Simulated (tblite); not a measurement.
Species: C₄H₅ClGe₂O.
SMILES with atom numbers: `[CH:1]#[C:2][Ge:3]([Cl:4])([C:5]#[CH:6])[O:7][GeH3:8]` (hydrogens: H9 on C1; H10 on C6; H11, H12, H13 on Ge8)

Computed with GFN2-xTB (tblite), gas phase: L-BFGS steps from a force-field or distance-geometry start until the largest atomic force falls under 0.01 eV/Å.

Step 0: E = -639.4596 eV
```
atom  x, y, z in Å  |  force x, y, z in eV/Å
C1      1.0584    3.0114   -0.1020   -0.455  -1.612  -0.237
C2      0.7667    1.8449   -0.2620    0.265   1.300   0.175
Ge3     0.3361    0.0119   -0.5052   -0.444   0.189  -0.438
Cl4    -0.8229   -0.2316   -2.3306    0.450   0.079   0.595
C5      1.9645   -0.9274   -0.6462    1.720  -1.234  -0.106
C6      3.0076   -1.5480   -0.7519   -1.183   0.619   0.166
O7     -0.6406   -0.5164    0.8823   -0.177  -0.128  -0.596
Ge8    -2.3347   -0.8316    0.4750   -1.059  -0.008   0.247
H9      1.2894    4.0157    0.0222    0.159   0.582   0.094
H10     3.9102   -2.1027   -0.8236   -0.237   0.202  -0.005
H11    -2.9396    0.4468   -0.1525    0.221  -0.425   0.234
H12    -3.0903   -1.1522    1.7940    0.536   0.162  -0.383
H13    -2.5091   -2.0203   -0.4786    0.204   0.275   0.254
```

Step 1: E = -639.3983 eV
```
atom  x, y, z in Å  |  force x, y, z in eV/Å
C1      1.0519    2.9883   -0.1054    0.999   4.281   0.554
C2      0.7704    1.8635   -0.2595   -0.980  -3.700  -0.514
Ge3     0.3298    0.0146   -0.5114    0.159   0.131  -0.307
Cl4    -0.8164   -0.2305   -2.3221    0.364   0.068   0.452
C5      1.9891   -0.9450   -0.6477   -3.528   1.890   0.406
C6      2.9907   -1.5392   -0.7496    3.968  -2.439  -0.347
O7     -0.6432   -0.5183    0.8738   -0.283  -0.131  -0.573
Ge8    -2.3498   -0.8317    0.4786   -0.747  -0.016   0.154
H9      1.2916    4.0240    0.0236   -0.100  -0.544  -0.044
H10     3.9068   -2.0999   -0.8237   -0.609   0.427   0.027
H11    -2.9365    0.4407   -0.1491    0.154  -0.340   0.196
H12    -3.0826   -1.1498    1.7886    0.438   0.129  -0.235
H13    -2.5062   -2.0164   -0.4749    0.165   0.245   0.232
```

Step 2: E = -639.5550 eV
```
atom  x, y, z in Å  |  force x, y, z in eV/Å
C1      1.0552    3.0039   -0.1035    0.004   0.256   0.012
C2      0.7664    1.8496   -0.2615   -0.053   0.015  -0.010
Ge3     0.3286    0.0162   -0.5150    0.044  -0.019  -0.244
Cl4    -0.8125   -0.2298   -2.3170    0.316   0.061   0.371
C5      1.9780   -0.9405   -0.6460   -0.268  -0.032   0.075
C6      3.0066   -1.5494   -0.7507    0.129  -0.149   0.024
O7     -0.6455   -0.5196    0.8680   -0.332  -0.132  -0.559
Ge8    -2.3586   -0.8318    0.4805   -0.554  -0.018   0.093
H9      1.2918    4.0238    0.0238    0.016  -0.033   0.020
H10     3.9025   -2.0967   -0.8236    0.071   0.007  -0.024
H11    -2.9347    0.4370   -0.1470    0.110  -0.285   0.169
H12    -3.0779   -1.1484    1.7856    0.377   0.107  -0.141
H13    -2.5044   -2.0138   -0.4725    0.140   0.222   0.215
```

Step 3: E = -639.5831 eV
```
atom  x, y, z in Å  |  force x, y, z in eV/Å
C1      1.0547    3.0068   -0.1035   -0.054  -0.001  -0.021
C2      0.7655    1.8505   -0.2615   -0.001   0.194   0.012
Ge3     0.3280    0.0166   -0.5206    0.089  -0.006  -0.110
Cl4    -0.8056   -0.2285   -2.3087    0.239   0.048   0.232
C5      1.9760   -0.9432   -0.6448    0.047  -0.204   0.040
C6      3.0085   -1.5521   -0.7501   -0.301   0.110   0.062
O7     -0.6516   -0.5222    0.8567   -0.351  -0.126  -0.519
Ge8    -2.3715   -0.8321    0.4829   -0.300  -0.021   0.002
H9      1.2925    4.0246    0.0243    0.025   0.022   0.027
H10     3.9022   -2.0955   -0.8240    0.187  -0.068  -0.030
H11    -2.9321    0.4308   -0.1434    0.039  -0.190   0.123
H12    -3.0697   -1.1461    1.7819    0.282   0.071   0.008
H13    -2.5014   -2.0092   -0.4681    0.098   0.171   0.176
```

Problem. Estimate the geometry and energy of step 4. (The exact step hangs on the optimiser's Hessian estimate; all steps are aligned on step 3, rigid shifts and turns removed.)

Solution. E = -639.6168 eV, largest force 0.938 eV/Å
```
atom  x, y, z in Å  |  force x, y, z in eV/Å
C1      1.0533    3.0158   -0.1037   -0.260  -0.891  -0.134
C2      0.7626    1.8528   -0.2620    0.192   0.864   0.106
Ge3     0.3295    0.0182   -0.5329    0.195  -0.002   0.215
Cl4    -0.7868   -0.2248   -2.2880    0.033   0.015  -0.154
C5      1.9728   -0.9535   -0.6413   -0.261   0.021   0.072
C6      3.0056   -1.5550   -0.7474    0.160  -0.150   0.011
O7     -0.6729   -0.5306    0.8211   -0.283  -0.088  -0.362
Ge8    -2.4022   -0.8334    0.4867    0.252  -0.038  -0.197
H9      1.2946    4.0273    0.0261    0.056   0.202   0.047
H10     3.9064   -2.0948   -0.8255    0.036   0.008  -0.010
H11    -2.9267    0.4146   -0.1336   -0.157   0.095  -0.022
H12    -3.0473   -1.1400    1.7765    0.052  -0.024   0.395
H13    -2.4933   -1.9961   -0.4552   -0.015  -0.012   0.033
```

The energy changes by -0.0337 eV. The first-order estimate −F·Δx gives -0.0680 eV and the mean of the old and new forces, exact on a quadratic surface, -0.0332 eV. The step makes an angle of 26° with the force vector and moves no atom by more than 0.042 Å.

What follows is the cost of the whole relaxation. On one thread, Intel Xeon at 2.50 GHz (x86_64) (shared host), this took 1.5 s wall.
